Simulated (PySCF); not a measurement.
Mean harmonic wavenumber (cm⁻¹) of eight halogen compounds: PBE-D3(BJ) beside B3LYP-D3(BJ), computed with PySCF for isolated molecules in the bases named; differences from unrounded values. The eight are the first of their class met in an unordered collection, after screening for sound electronic states; none was chosen by its value. Each level has its own optimised geometry.

```tsv
molecule	basis	B3LYP-D3(BJ)
(Z)-1-fluorobut-1-ene (C₄H₇F), SMILES C(/F)=C/CC	def2-SVP	1478
2-chlorobuta-1,3-diene (C4H5Cl), SMILES C=CC(=C)Cl	def2-SVP	1388
2-fluoropent-1-en-3-yne (C5H5F), SMILES CC#CC(=C)F	def2-SVP	1324
C3H5F3, SMILES C[C@@H](F)C(F)F	def2-SVP	1323
1,1-dibromo-2-chloroethene (C2HBr2Cl), SMILES ClC=C(Br)Br	def2-SVP	859
C3H3BrF2, SMILES FC(F)/C=C\Br	def2-SVP	1172
C3H3Cl2F, SMILES F[C@@H]1CC1(Cl)Cl	def2-SVP	1142
C3HClF2, SMILES FC(F)=C=CCl	def2-SVP	957
```

Q: Estimate the PBE-D3(BJ) values and say how PBE-D3(BJ) differs from B3LYP-D3(BJ) over the set. (Estimate from the structure and the level; the computed values follow.)

A: 
```
molecule                                                   PBE-D3(BJ)  difference
---------------------------------------------------------  ----------  ----------
(Z)-1-fluorobut-1-ene (C₄H₇F), SMILES C(/F)=C/CC                 1439         -39
2-chlorobuta-1,3-diene (C4H5Cl), SMILES C=CC(=C)Cl               1349         -39
2-fluoropent-1-en-3-yne (C5H5F), SMILES CC#CC(=C)F               1286         -38
C3H5F3, SMILES C[C@@H](F)C(F)F                                   1284         -39
1,1-dibromo-2-chloroethene (C2HBr2Cl), SMILES ClC=C(Br)Br         835         -25
C3H3BrF2, SMILES FC(F)/C=C\Br                                    1136         -37
C3H3Cl2F, SMILES F[C@@H]1CC1(Cl)Cl                               1109         -34
C3HClF2, SMILES FC(F)=C=CCl                                       927         -31
```
PBE-D3(BJ) lies below B3LYP-D3(BJ) in 8 and above it in 0 of the eight; the mean signed difference is -35 and the largest -39 cm⁻¹.
